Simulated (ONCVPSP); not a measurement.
**rhenium (Re), ONCV: configuration errors across variants**

```
Element                 : rhenium
Generator               : ONCVPSP 4.0.1
Type                    : optimised norm-conserving Vanderbilt (ONCV)
Functional              : PBEsol
Relativity              : fully relativistic
Frozen core             : [Kr] 4d10 4f14
Valence charge          : 15
Reference configuration : 5s2 5p6 5d4 (charge +3)
Partial waves           : 5s: rc 1.35 bohr, ncon 4, nbas 8, qcut 6.7 1/bohr, 3 projectors, debl 1 Ha; 5p: rc 1.70 bohr, ncon 5, nbas 9, qcut 9.7 1/bohr, 2 projectors, debl 1.2 Ha; 5d: rc 1.35 bohr, ncon 5, nbas 8, qcut 8.4 1/bohr, local
Local potential         : the d channel
Core correction         : Teter function, fcfact 4.75, rcfact 1.2
```

Open shells are filled in proportion to 2j + 1.

In the s channel the program set the typed energies aside and used -4.220, 0.250, 1.250 Ha. In the p channel the program set the typed energies aside and used -2.698, 0.250 Ha (j = l + 1/2; the other j can differ).

All-electron excitation energies from the reference (eV): (1) 5s2 5p6 5d5 6s2 -52.797; (2) 5s2 5p6 5d5 6s1 -43.497; (3) 5s2 5p6 5d5 -27.150; (4) 5s1 5p6 5d5 6s2 38.878.

A true bound ghost makes a file unfit for plane-wave use even where its test errors are small: the radial tests pick states by their node count and pass the ghost by.

The file “base” misses its own reference levels by 0.7 eV. The file “all radii but the core radius scaled by about 0.80 (s 1.08, p 1.36, d 1.08 bohr)” misses its own reference levels by 0.7 eV. The file “all radii but the core radius scaled by about 0.85 (s 1.14, p 1.44, d 1.14 bohr)” misses its own reference levels by 0.7 eV. The file “all radii but the core radius scaled by about 0.96 (s 1.30, p 1.64, d 1.30 bohr)” misses its own reference levels by 0.7 eV. The file “all radii but the core radius scaled by about 1.04 (s 1.40, p 1.76, d 1.40 bohr)” misses its own reference levels by 0.7 eV. The file “all radii but the core radius scaled by about 1.14 (s 1.54, p 1.92, d 1.54 bohr)” misses its own reference levels by 0.7 eV. The file “all radii but the core radius scaled by about 1.19 (s 1.60, p 2.02, d 1.60 bohr)” misses its own reference levels by 0.7 eV. The file “all radii but the core radius scaled by about 1.23 (s 1.66, p 2.10, d 1.66 bohr)” misses its own reference levels by 0.7 eV. The file “all radii but the core radius scaled by about 1.30 (s 1.76, p 2.22, d 1.76 bohr)” misses its own reference levels by 0.7 eV.

Errors AE − PS in meV (a dash: test not solved or not reliable):

```tsv
change	(1)	(2)	(3)	(4)	bound ghosts	GHOST(+) flags above zero
base	-6.8	-9.7	-15	-130	none	s
all radii but the core radius scaled by about 0.80 (s 1.08, p 1.36, d 1.08 bohr)	-14	-20	-27	-84	s	s, p3/2, p1/2
all radii but the core radius scaled by about 0.85 (s 1.14, p 1.44, d 1.14 bohr)	-9.6	-15	-21	-85	s	s, p3/2, p1/2
all radii but the core radius scaled by about 0.96 (s 1.30, p 1.64, d 1.30 bohr)	-6.5	-9.8	-15	-116	none	s
all radii but the core radius scaled by about 1.04 (s 1.40, p 1.76, d 1.40 bohr)	-7.3	-9.9	-15	-149	none	s
all radii but the core radius scaled by about 1.14 (s 1.54, p 1.92, d 1.54 bohr)	-9.0	-10	-15	-211	none	none
all radii but the core radius scaled by about 1.19 (s 1.60, p 2.02, d 1.60 bohr)	-9.5	-11	-15	-240	none	none
all radii but the core radius scaled by about 1.23 (s 1.66, p 2.10, d 1.66 bohr)	-10	-11	-15	-278	none	none
all radii but the core radius scaled by about 1.30 (s 1.76, p 2.22, d 1.76 bohr)	-11	-11	-15	-332	none	none
```

Problem. Give the same row for: all radii but the core radius scaled by about 0.92 (s 1.24, p 1.56, d 1.24 bohr).

Solution. -6.6, -10, -16, -100; bound ghosts: none; GHOST(+) flags above zero: s.
